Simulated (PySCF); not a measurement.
Geometry (Å), atoms numbered from 1 in this order:
```xyz
22

C     2.872   -0.019    1.667
N     1.479    0.084    1.291
Si    0.985    0.610   -0.272
C     1.606   -0.417   -1.754
C    -0.898    0.625   -0.268
C    -1.673   -0.438   -0.026
C    -1.079   -1.692    0.282
N    -0.578   -2.693    0.528
O    -3.038   -0.512   -0.024
C    -3.753    0.665   -0.299
H     3.412    0.820    1.234
H     3.336   -0.945    1.315
H     2.968    0.026    2.753
H     0.928   -0.632    1.742
H     1.452    1.999   -0.390
H     1.293    0.002   -2.706
H     1.233   -1.438   -1.704
H     2.691   -0.467   -1.762
H    -1.376    1.562   -0.505
H    -4.805    0.392   -0.239
H    -3.535    1.445    0.438
H    -3.531    1.043   -1.303
```

PySCF 2.14.0 with density-fitted response routines calculation with PBE0/pcSseg-1 with gauge-including orbitals and structure optimised with GFN2-xTB; in vacuum, non-relativistic Hamiltonian, a single conformation, fast rotation and ring inversion assumed for equivalent nuclei.

Shifts are taken against calculated references (same method and geometry level): TMS for $^{13}$C, $^{1}$H, $^{29}$Si; $^{15}$N against NH3; $^{17}$O against H2O.

```json
{"atoms": "C6", "nucleus": "$^{13}$C", "count": "1", "Hirshfeld charge": "0.09", "δ (ppm)": "148.7"}
{"atoms": "H11/H12/H13", "nucleus": "$^{1}$H", "count": "3", "Hirshfeld charge": "0.04", "δ (ppm)": "2.77"}
{"atoms": "C10", "nucleus": "$^{13}$C", "count": "1", "Hirshfeld charge": "-0.03", "δ (ppm)": "55.5"}
{"atoms": "O9", "nucleus": "$^{17}$O", "count": "1", "Hirshfeld charge": "-0.10", "δ (ppm)": "?"}
{"atoms": "H15", "nucleus": "$^{1}$H", "count": "1", "Hirshfeld charge": "-0.09", "δ (ppm)": "4.96"}
{"atoms": "H19", "nucleus": "$^{1}$H", "count": "1", "Hirshfeld charge": "0.05", "δ (ppm)": "5.46"}
{"atoms": "N2", "nucleus": "$^{15}$N", "count": "1", "Hirshfeld charge": "-0.25", "δ (ppm)": "19.2"}
{"atoms": "H20/H21/H22", "nucleus": "$^{1}$H", "count": "3", "Hirshfeld charge": "0.05", "δ (ppm)": "?"}
{"atoms": "N8", "nucleus": "$^{15}$N", "count": "1", "Hirshfeld charge": "-0.19", "δ (ppm)": "314.7"}
{"atoms": "Si3", "nucleus": "$^{29}$Si", "count": "1", "Hirshfeld charge": "0.39", "δ (ppm)": "-22.8"}
{"atoms": "H14", "nucleus": "$^{1}$H", "count": "1", "Hirshfeld charge": "0.10", "δ (ppm)": "0.44"}
{"atoms": "C4", "nucleus": "$^{13}$C", "count": "1", "Hirshfeld charge": "-0.22", "δ (ppm)": "?"}
{"atoms": "C5", "nucleus": "$^{13}$C", "count": "1", "Hirshfeld charge": "-0.16", "δ (ppm)": "?"}
{"atoms": "C1", "nucleus": "$^{13}$C", "count": "1", "Hirshfeld charge": "-0.07", "δ (ppm)": "?"}
{"atoms": "C7", "nucleus": "$^{13}$C", "count": "1", "Hirshfeld charge": "0.09", "δ (ppm)": "121.7"}
{"atoms": "H16/H17/H18", "nucleus": "$^{1}$H", "count": "3", "Hirshfeld charge": "0.04", "δ (ppm)": "0.31"}
```

Q: Estimate the values marked ?.

A: 
- C5: 115.7 ppm, β carbon of an enol-ether or enamine type C=C
- C1: 31.5 ppm, methyl carbon bonded to N; the inductive effect lowers its shielding
- C4: -1.0 ppm, methyl carbon bonded to Si; an electropositive neighbour leaves it electron-rich and shielded
- H20/H21/H22: 3.73 ppm, hydrogen on a methyl carbon bonded to O; its carbon carries O, hence the downfield position
- O9: 136.4 ppm, ether oxygen

OH/NH shifts are gas-phase values; hydrogen bonding in solution moves them, usually downfield. Shifts are as computed. Against solution values, carbons near 30 ppm lie about +3 ppm off and those near 130 ppm about +5 ppm. Of 1309 compounds with measured shifts, 239 miss one by over three times the rms of a fit or turn the order of signals round; such compounds aren't used in these exercises. Experimental scales use liquid or dissolved standards, which lie at an offset from isolated NH3 (liquid NH3: subtract about 20 ppm) and H2O (liquid H2O: subtract about 36 ppm). Unscaled 15N shifts of sp2 nitrogen come out 20 to 40 ppm too high even then.
